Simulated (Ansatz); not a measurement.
Born–Oppenheimer molecular dynamics of BCl₂HO (5 atoms, charge 0, multiplicity 1). It starts from a relaxed structure.

Level of theory: Ansatz 0.2.0, RKS r2SCAN-D4/6-31G*.

```yaml
ensemble: NVT, Langevin thermostat
time_step: 0.5 fs
steps_asked: 100
set_temperature: 300 K
friction: 0.005 /fs
seed: 35182
```

First frame:

```xyz
5
Properties=species:S:1:pos:R:3
B -0.013 -0.037 -0.003
O 0.010 -0.113 1.341
H -0.881 -0.156 1.722
Cl 1.514 0.048 -0.860
Cl -1.539 -0.023 -0.904
```

Problem. How far do the bonds stretch over the last three quarters of this one trajectory? (Pairs bonded in most of those frames.)

Solution. 
| bond | mean (Å) | spread (Å) | shortest | longest |
| --- | --- | --- | --- | --- |
| B1–O2 | 1.340 | 0.025 | 1.31 | 1.38 |
| B1–Cl4 | 1.746 | 0.017 | 1.72 | 1.77 |
| B1–Cl5 | 1.753 | 0.024 | 1.72 | 1.79 |
| O2–H3 | 0.972 | 0.024 | 0.93 | 1.01 |

Mean temperature of the second half: 143 K. The mean temperature of the second half is 52 % below the set value. A run of 0.05 ps of so small a system gives no equilibrium averages.

Time of the run: 3.2 min on 1 thread of Intel(R) Xeon(R) 6975P-C (Granite Rapids), on a shared host, peak memory 0.13 GiB.
